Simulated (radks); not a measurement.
Kr2+, configuration [Ar] 3d9 4s2 4p4 5s1 (not the ground configuration). Calculated with a radial shooting solver on a logarithmic mesh with Libxc functionals: Dirac Kohn-Sham, XLYP, spin-unpolarised, spherical densities, finite nucleus; open shells are shared between the two j in proportion to 2j + 1; Fermi nuclear charge, rms radius 4.1884 fm.

Normalised radial functions P(r) = r R(r) (large component), r in bohr:

```
   r/bohr * 4d3/2 (the largest magnitude, 0.652, reaches the edge; | marks zero)
 0.003793                             *
 0.005795                             *
 0.008927                             *
  0.01364                             *
  0.02101                             *
  0.03211                             *
  0.04945                             |*
  0.07557                             | *
   0.1164                             |   *
   0.1779                             |       *
    0.274                             |           *
   0.4186                             |          *
   0.6397                             |  *
   0.9854                *            |
    1.506   *                         |
    2.319  *                          |
    3.544             *               |
    5.459                         *   |
    8.342                             *
```

4d3/2 (empty): eigenvalue -16.196 eV, 1 radial node at r = 0.697 bohr, <r> = 2.36 bohr, 90 % of the charge inside 3.66 bohr.
